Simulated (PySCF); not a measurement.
C4H15NOSi3.
Geometry (GFN2-xTB, Å), atoms numbered from 1 in this order:
```xyz
24
C4H15NOSi3 angstrom
N      4.8292   -0.0068   -0.6876
Si     3.3884   -0.9387   -0.4855
Si     1.7169    0.5790   -0.8124
O      0.4363   -0.3325   -0.4229
C     -0.9252   -0.0270   -0.4961
C     -1.7480   -1.1993    0.0396
C     -3.2173   -0.7795    0.0684
Si    -3.1739    1.0549    0.5907
C     -1.3014    1.2164    0.3090
H      5.7149   -0.4856   -0.6888
H      4.9242    0.8636   -0.1903
H      3.3449   -1.6723    0.8010
H      3.5400   -1.9924   -1.5004
H      1.5444    1.1312   -2.1705
H      1.7708    1.8006    0.0215
H     -1.1854    0.1425   -1.5520
H     -1.5850   -2.0902   -0.5697
H     -1.3962   -1.4168    1.0504
H     -3.6482   -0.8881   -0.9276
H     -3.7879   -1.4282    0.7301
H     -3.9617    1.9178   -0.2944
H     -3.5539    1.2708    1.9896
H     -0.9834    2.1166   -0.2125
H     -0.7541    1.1839    1.2514
```

Definitions: NICS(0) = −σiso at the ring centroid; NICS(1) = −σiso and NICS(1)zz = −σzz at ±1 Å along the ring normal z. Level: GIAO PBE0/pcSseg-1 (PySCF, non-relativistic, gas phase) on the GFN2-xTB geometry, one conformer.

Ring bond lengths (Å), with Mayer bond orders in brackets: C5–C6 1.529 (1.00), C6–C7 1.528 (1.02), C7–Si8 1.908 (0.91), Si8–C9 1.900 (0.91), C9–C5 1.528 (1.02).

Task: Give the NICS values of each ring in ppm.

Result: 
```csv
ring,type,NICS(0),"NICS(1), two faces","NICS(1)zz, two faces",rms pucker (Å),"centre to ring atoms, mean (Å)"
C5–C6–C7–Si8–C9,5-membered ring with Si; formal bonds all single,-5.4,-4.7 / -3.5,-2.1 / 0.1,0.20,1.40
```

Task: What can be read from them?

Result: 
- C5–C6–C7–Si8–C9: mean NICS(1)zz -1.0 ppm, near zero. C5, C6, C7, Si8, C9 have four or more neighbours, and the NICS criterion for π rings isn't applied.

Task: At the first NICS(1) probe listed for ring C5–C6–C7–Si8–C9, 1 Å off the ring, how large is the induced field along the normal in 14.1 T applied along it?

Result: NICSzz × B0 = -2.1 ppm × 14.1 T = -30 μT, against the applied field.

Task: List the ring angles and the Hirshfeld charges of the ring atoms.

Result: 
- C5–C6–C7–Si8–C9: C5 107.9° (+0.051 e), C6 108.3° (-0.077 e), C7 104.3° (-0.160 e), Si8 93.6° (+0.348 e), C9 104.6° (-0.172 e); sum 518.7° against 540° for a flat convex ring.
